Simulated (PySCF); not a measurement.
Molfile (atoms numbered from 1):
```
C4H9B
     RDKit          3D

 14 14  0  0  0  0  0  0  0  0999 V2000
   -1.8455   -0.4742    0.5303 B   0  0  0  0  0  0  0  0  0  0  0  0
   -0.4998    0.2469    0.5735 C   0  0  2  0  0  0  0  0  0  0  0  0
   -0.0982    1.1397   -0.6050 C   0  0  0  0  0  0  0  0  0  0  0  0
    0.5609   -0.1693   -0.4622 C   0  0  1  0  0  0  0  0  0  0  0  0
    1.9954   -0.2816   -0.0234 C   0  0  0  0  0  0  0  0  0  0  0  0
   -2.4630   -0.7467    1.5352 H   0  0  0  0  0  0  0  0  0  0  0  0
   -2.3077   -0.7966   -0.5445 H   0  0  0  0  0  0  0  0  0  0  0  0
   -0.0771    0.5538    1.5360 H   0  0  0  0  0  0  0  0  0  0  0  0
   -0.8299    1.2849   -1.4034 H   0  0  0  0  0  0  0  0  0  0  0  0
    0.4738    2.0351   -0.3456 H   0  0  0  0  0  0  0  0  0  0  0  0
    0.2361   -0.9467   -1.1614 H   0  0  0  0  0  0  0  0  0  0  0  0
    2.6749   -0.2206   -0.8884 H   0  0  0  0  0  0  0  0  0  0  0  0
    2.1857   -1.2384    0.4868 H   0  0  0  0  0  0  0  0  0  0  0  0
    2.2641    0.5295    0.6706 H   0  0  0  0  0  0  0  0  0  0  0  0
  1  2  1  0
  2  3  1  0
  3  4  1  0
  4  5  1  0
  4  2  1  0
  1  6  1  0
  1  7  1  0
  2  8  1  1
  3  9  1  0
  3 10  1  0
  4 11  1  6
  5 12  1  0
  5 13  1  0
  5 14  1  0
M  END
```

Geometry: PBE0-D3(BJ)/def2-SVP; GIAO absolute shieldings from PySCF 2.14, gas phase, non-relativistic, averaged over equivalent atoms.

At wB97X-D/pcSseg-1 (130 basis functions, 11 s wall time on 1 thread of an x86-64 server CPU, shared host):
```tsv
atoms	σ (ppm)
B1	21.8
C2	159.6
C3	162.5
C5	163.0
C4	163.1
H6/H7	24.65
H11	30.16
H9	30.18
H12/H13/H14	30.19
H10	30.44
H8	30.74
```

Q: What do these become at LDA/pcSseg-1?

A: 
| atoms | σ at LDA/pcSseg-1 | change |
| --- | --- | --- |
| B1 | 0.4 | -21.4 |
| C2 | 143.0 | -16.6 |
| C3 | 152.4 | -10.1 |
| C5 | 158.7 | -4.3 |
| C4 | 152.1 | -11.0 |
| H6/H7 | 23.42 | -1.23 |
| H11 | 29.18 | -0.98 |
| H9 | 29.34 | -0.84 |
| H12/H13/H14 | 29.58 | -0.61 |
| H10 | 29.62 | -0.82 |
| H8 | 29.52 | -1.22 |

The largest change is at B1 (boron bonded to C, 2 H). Cost: 130 basis functions, 12 s wall time on 1 thread of an Arm Neoverse V1, shared host. The order of the carbon signals changes between the two levels.

A carbon bonded to boron is broadened by the quadrupolar boron nucleus and is often missing from a measured spectrum.
